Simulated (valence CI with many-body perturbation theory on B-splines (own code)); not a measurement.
## E1 transitions of Pt63+

Calculated by configuration interaction combined with many-body perturbation theory (CI+MBPT): five valence electrons over a frozen Dirac-Fock core [Ne], a basis of 11 s, 11 p, 10 d, 8 f, 5 g, 2 h functions for each j, with the one-electron correlation potential Σ1, the two-electron term Σ2, the three-electron term Σ3, Breit, model QED; selected CI, second order for the rest, scaled by the run's own slope (own B-spline code, finite nucleus).

The last digits are not significant, and no measured levels were compared; by estimate large intervals hold to a few tenths of a per cent, small ones and those within an open d or f shell to about a per cent. Among the levels kept, up to 3100 cm⁻¹ of a level comes from second order outside the variational space, and about a tenth of that is noise between levels of different J, which matters for small intervals.

Lines 51 to 100 of 581 in falling wavelength, among levels below 1627.8 eV, chosen from the strongest by gf and those to the six lowest levels. Wavelengths and rates use the calculated energies. Electric multipoles are in the length gauge, E1 and E2 with the static RPA response of the core. Weak lines are less certain than strong ones. Lines between different terms over intervals too small for the method are left out, as are lines whose strength nearly cancels. The highest levels of a list are the least certain.

Levels are named by their leading jj configuration (3d3/2^4 stands for four electrons in 3d with j = 3/2), which in mixed levels can hold well under half, so a name can repeat and another be missing. Letters in brackets count levels of one name in rising energy.

| λ vac (nm) | Upper | Lower | A (s⁻¹) | S (a.u.) |
| --- | --- | --- | --- | --- |
| 5.977 | (3s 3p1/2^2 3d5/2^2) J=7/2 | (3s^2 3p1/2 3d5/2^2) J=7/2 | 1.82e+10 | 1.53e-02 |
| 5.971 | (3s 3p1/2^2 3p3/2 3d5/2) J=5/2 [b] | (3s^2 3p1/2 3p3/2 3d5/2) J=7/2 [b] | 4.29e+10 | 2.70e-02 |
| 5.956 | (3s 3p1/2 3p3/2^2 3d5/2) J=3/2 [e] | (3s^2 3p3/2^2 3d5/2) J=5/2 [b] | 3.31e+10 | 1.38e-02 |
| 5.945 | (3s 3p1/2^2 3p3/2^2) J=3/2 | (3s^2 3p1/2 3p3/2^2) J=5/2 | 3.87e+10 | 1.60e-02 |
| 5.930 | (3s 3p1/2 3p3/2^2 3d5/2) J=7/2 [b] | (3s^2 3p3/2^2 3d5/2) J=7/2 | 1.95e+10 | 1.61e-02 |
| 5.915 | (3s^2 3p1/2 3p3/2^2) J=5/2 | (3s^2 3p1/2^2 3d3/2) J=3/2 | 2.05e+08 | 1.26e-04 |
| 5.914 | (3s 3p1/2^2 3p3/2 3d5/2) J=5/2 [b] | (3s^2 3p1/2 3p3/2 3d5/2) J=5/2 [b] | 1.88e+10 | 1.15e-02 |
| 5.878 | (3p1/2^2 3p3/2^2 3d3/2) J=3/2 | (3s 3p1/2 3p3/2^2 3d3/2) J=5/2 [c] | 3.09e+10 | 1.24e-02 |
| 5.844 | (3s 3p1/2^2 3d3/2^2) J=3/2 | (3s 3p1/2^2 3p3/2 3d3/2) J=5/2 [b] | 2.98e+10 | 1.17e-02 |
| 5.833 | (3s 3p1/2^2 3d3/2 3d5/2) J=5/2 [b] | (3s^2 3p1/2 3d3/2 3d5/2) J=7/2 [a] | 2.19e+10 | 1.29e-02 |
| 5.760 | (3p1/2^2 3p3/2^2 3d3/2) J=5/2 | (3s 3p1/2 3p3/2^2 3d3/2) J=7/2 [b] | 2.48e+10 | 1.40e-02 |
| 5.743 | (3s 3p1/2^2 3d3/2 3d5/2) J=3/2 [b] | (3s^2 3p1/2 3d3/2 3d5/2) J=5/2 [a] | 2.56e+10 | 9.57e-03 |
| 5.703 | (3s 3p1/2^2 3p3/2 3d3/2) J=5/2 [b] | (3s^2 3p1/2 3p3/2 3d3/2) J=7/2 | 5.59e+10 | 3.07e-02 |
| 5.700 | (3s^2 3p1/2 3p3/2 3d3/2) J=1/2 [a] | (3s^2 3p1/2 3p3/2^2) J=1/2 | 4.44e+09 | 8.11e-04 |
| 5.692 | (3s 3p1/2 3p3/2^2 3d5/2) J=7/2 [c] | (3s^2 3p3/2^2 3d5/2) J=9/2 | 3.81e+10 | 2.77e-02 |
| 5.687 | (3s^2 3p1/2 3p3/2 3d3/2) J=3/2 [a] | (3s^2 3p1/2 3p3/2^2) J=1/2 | 3.05e+09 | 1.11e-03 |
| 5.659 | (3s 3p1/2^2 3p3/2 3d5/2) J=7/2 [b] | (3s^2 3p1/2 3p3/2 3d5/2) J=9/2 | 4.56e+10 | 3.26e-02 |
| 5.656 | (3s 3p1/2^2 3p3/2 3d3/2) J=3/2 [b] | (3s^2 3p1/2 3p3/2 3d3/2) J=5/2 [a] | 2.85e+10 | 1.02e-02 |
| 5.646 | (3s 3p1/2 3p3/2^2 3d5/2) J=9/2 [c] | (3s^2 3p3/2^2 3d5/2) J=9/2 | 3.25e+10 | 2.89e-02 |
| 5.610 | (3s 3p1/2^2 3p3/2^2) J=3/2 | (3s^2 3p1/2 3p3/2^2) J=3/2 | 1.91e+10 | 6.64e-03 |
| 5.604 | (3p1/2^2 3p3/2^3) J=3/2 | (3s 3p1/2 3p3/2^3) J=5/2 | 7.73e+10 | 2.69e-02 |
| 5.586 | (3s 3p1/2 3p3/2^2 3d3/2) J=5/2 [e] | (3s^2 3p3/2^2 3d3/2) J=7/2 | 4.40e+10 | 2.27e-02 |
| 5.547 | (3s 3p1/2 3p3/2^2 3d5/2) J=5/2 [c] | (3s^2 3p3/2^2 3d5/2) J=7/2 | 2.18e+10 | 1.10e-02 |
| 5.539 | (3s 3p1/2^2 3p3/2^2) J=1/2 | (3s^2 3p1/2 3p3/2^2) J=3/2 | 3.97e+08 | 6.66e-05 |
| 5.522 | (3s 3p1/2 3p3/2 3d3/2^2) J=3/2 [a] | (3s 3p1/2 3p3/2^2 3d3/2) J=5/2 [a] | 2.82e+10 | 9.37e-03 |
| 5.516 | (3p1/2^2 3p3/2^2 3d3/2) J=7/2 | (3s 3p1/2 3p3/2^2 3d3/2) J=9/2 | 5.78e+10 | 3.83e-02 |
| 5.454 | (3s 3p1/2 3p3/2 3d3/2^2) J=5/2 [a] | (3s 3p1/2 3p3/2^2 3d3/2) J=7/2 [a] | 4.53e+10 | 2.18e-02 |
| 5.383 | (3s 3p1/2 3p3/2 3d3/2^2) J=7/2 [a] | (3s 3p1/2 3p3/2^2 3d3/2) J=9/2 | 3.87e+10 | 2.38e-02 |
| 5.382 | (3s^2 3p1/2 3p3/2 3d3/2) J=5/2 [a] | (3s^2 3p1/2 3p3/2^2) J=5/2 | 8.01e+09 | 3.70e-03 |
| 5.355 | (3s 3p1/2^2 3p3/2 3d3/2) J=1/2 [b] | (3s^2 3p1/2 3p3/2 3d3/2) J=3/2 [a] | 6.05e+10 | 9.17e-03 |
| 5.326 | (3s 3p1/2^2 3p3/2 3d5/2) J=7/2 [b] | (3s^2 3p1/2 3p3/2 3d5/2) J=7/2 [a] | 2.20e+10 | 1.31e-02 |
| 5.287 | (3s^2 3p1/2 3p3/2 3d3/2) J=3/2 [a] | (3s^2 3p1/2 3p3/2^2) J=5/2 | 2.25e+10 | 6.55e-03 |
| 5.277 | (3s 3p1/2^2 3d3/2^2) J=5/2 | (3s 3p1/2^2 3p3/2 3d3/2) J=3/2 [b] | 2.05e+10 | 8.91e-03 |
| 5.171 | (3p1/2^2 3p3/2^2 3d3/2) J=1/2 | (3p1/2^2 3p3/2^3) J=3/2 | 8.20e+10 | 1.12e-02 |
| 5.093 | (3s^2 3p1/2 3p3/2 3d3/2) J=7/2 | (3s^2 3p1/2 3p3/2^2) J=5/2 | 1.77e+09 | 9.22e-04 |
| 5.044 | (3s^2 3p1/2^2 3d3/2) J=3/2 | (3s^2 3p1/2^2 3p3/2) J=3/2 | 1.46e+10 | 3.70e-03 |
| 5.030 | (3s^2 3p1/2 3p3/2 3d3/2) J=1/2 [a] | (3s^2 3p1/2 3p3/2^2) J=3/2 | 5.98e+09 | 7.51e-04 |
| 5.020 | (3s^2 3p1/2 3p3/2 3d3/2) J=3/2 [a] | (3s^2 3p1/2 3p3/2^2) J=3/2 | 8.23e+08 | 2.06e-04 |
| 5.012 | (3p1/2^2 3p3/2^2 3d3/2) J=5/2 | (3s 3p1/2 3p3/2^2 3d3/2) J=7/2 [a] | 2.26e+10 | 8.44e-03 |
| 4.956 | (3s 3p1/2^2 3d3/2 3d5/2) J=7/2 [b] | (3s 3p1/2^2 3p3/2 3d5/2) J=7/2 [b] | 1.69e+10 | 8.11e-03 |
| 4.688 | (3s^2 3p1/2 3d3/2 3d5/2) J=9/2 | (3s^2 3p1/2 3p3/2 3d5/2) J=9/2 | 1.97e+10 | 1.00e-02 |
| 4.582 | (3s^2 3p1/2 3p3/2 3d3/2) J=1/2 [b] | (3s^2 3p1/2 3p3/2^2) J=1/2 | 8.86e+08 | 8.42e-05 |
| 4.560 | (3s^2 3p1/2 3p3/2 3d3/2) J=3/2 [b] | (3s^2 3p1/2 3p3/2^2) J=1/2 | 1.47e+09 | 2.75e-04 |
| 4.500 | (3s^2 3p1/2 3p3/2 3d3/2) J=5/2 [b] | (3s^2 3p1/2 3p3/2^2) J=5/2 | 3.54e+09 | 9.56e-04 |
| 4.346 | (3s 3p1/2^2 3d3/2 3d5/2) J=9/2 | (3s 3p1/2^2 3p3/2 3d5/2) J=9/2 | 2.77e+10 | 1.12e-02 |
| 4.305 | (3s^2 3p1/2 3p3/2 3d3/2) J=5/2 [b] | (3s^2 3p1/2 3p3/2^2) J=3/2 | 7.51e+07 | 1.78e-05 |
| 4.299 | (3s^2 3p1/2 3p3/2 3d3/2) J=3/2 [b] | (3s^2 3p1/2 3p3/2^2) J=5/2 | 2.28e+09 | 3.58e-04 |
| 4.139 | (3s^2 3p1/2 3p3/2 3d3/2) J=1/2 [b] | (3s^2 3p1/2 3p3/2^2) J=3/2 | 1.02e+10 | 7.12e-04 |
| 4.122 | (3s^2 3p1/2 3p3/2 3d3/2) J=3/2 [b] | (3s^2 3p1/2 3p3/2^2) J=3/2 | 1.59e+08 | 2.20e-05 |
| 3.908 | (3s^2 3p3/2 3d5/2^2) J=5/2 | (3s^2 3p3/2^2 3d5/2) J=5/2 [b] | 3.68e+10 | 6.51e-03 |
